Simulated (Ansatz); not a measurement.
Computed with Ansatz on PBE0-D4/def2-TZVP structures; ΔE is electronic, products minus reactants. CCSD(T)/CBS adds triple-zeta CCSD(T) − MP2 to the extrapolated MP2 energy (def2 sets, frozen cores). This one scheme is used for every species. Functionals use def2-TZVPP. One conformer a species, not always the lowest.

Reaction (substitution at a C–Si bond): `CC(C)(C)C[Si](Cl)(Cl)Cl` + H₂S → `CC(C)(C)CS` + `Cl[SiH](Cl)Cl`

`CC(C)(C)C[Si](Cl)(Cl)Cl`:

Z-matrix (Å, degrees):
```
C
C 1 1.526
H 1 1.091 2 111.9
H 1 1.093 2 110.0 3 -119.7
H 1 1.093 2 111.4 3 120.8
C 2 1.529 1 108.8 3 175.7
C 2 1.526 1 109.6 3 56.8
C 2 1.539 1 111.2 3 -66.6
H 6 1.094 2 111.2 1 -179.5
H 6 1.093 2 110.6 1 -59.7
H 6 1.094 2 111.2 1 60.2
H 7 1.093 2 111.4 1 -177.6
H 7 1.093 2 110.0 1 62.9
H 7 1.091 2 111.9 1 -56.8
Si 8 1.855 2 124.2 1 61.4
H 8 1.098 2 109.3 1 -61.3
H 8 1.098 2 109.3 1 -176.0
Cl 15 2.042 8 114.0 2 62.1
Cl 15 2.045 8 106.6 2 -179.9
Cl 15 2.042 8 114.0 2 -61.9
```

H₂S:

```xyz
3

S     0.397   -0.460    0.121
H     0.541    0.848   -0.142
H    -0.938   -0.388    0.021
```

`CC(C)(C)CS`:

Cartesian coordinates in Å:
```
C -0.307 -0.239 1.427
C 0.194 -0.038 0.002
C 1.539 0.687 0.035
C 0.359 -1.388 -0.685
C -0.772 0.852 -0.789
S -2.469 0.250 -1.005
H 0.421 -0.808 2.012
H -1.249 -0.792 1.440
H -0.464 0.720 1.931
H 1.919 0.860 -0.976
H 2.282 0.095 0.575
H 1.455 1.657 0.534
H 0.756 -1.268 -1.697
H 1.054 -2.020 -0.126
H -0.597 -1.910 -0.755
H -0.815 1.851 -0.348
H -0.401 0.973 -1.811
H -2.906 0.515 0.235
```

`Cl[SiH](Cl)Cl`:

Z-matrix (Å, degrees):
```
Si
Cl 1 2.030
Cl 1 2.030 2 109.5
Cl 1 2.030 2 109.5 3 -120.1
H 1 1.469 2 109.4 3 120.0
```

| level | ΔE (kJ/mol) |
| --- | --- |
| ωB97X-V | 51.9 |
| BLYP | 36.6 |
| RPA@PBE/def2-TZVPP | 51.8 |
| MP2/def2-TZVPP | 55.5 |

What does CCSD(T)/CBS give? (Estimate.)

The calculation gave: +52.6 kJ/mol. The listed levels differ from it by -0.7, -16.0, -0.8, 2.9 kJ/mol.

Largest T1 diagnostic among the species: 0.009.

At CCSD(T), def2-SVP lies +3.8 kJ/mol from the extrapolated value and def2-TZVPP +1.6 kJ/mol. From BLYP to BHLYP (50 % exact exchange), in def2-TZVPP and without D4, ΔE moves by +5.5 kJ/mol. In def2-TZVPP, CCSD(T) changes the Hartree–Fock value by +16.9 kJ/mol (the triples alone add +1.7 kJ/mol) and MP2 by +18.2 kJ/mol.

CCSD(T)/CBS has its own doubt, a few kJ/mol and more with outer-core shells, so smaller differences from it don't rank the levels.
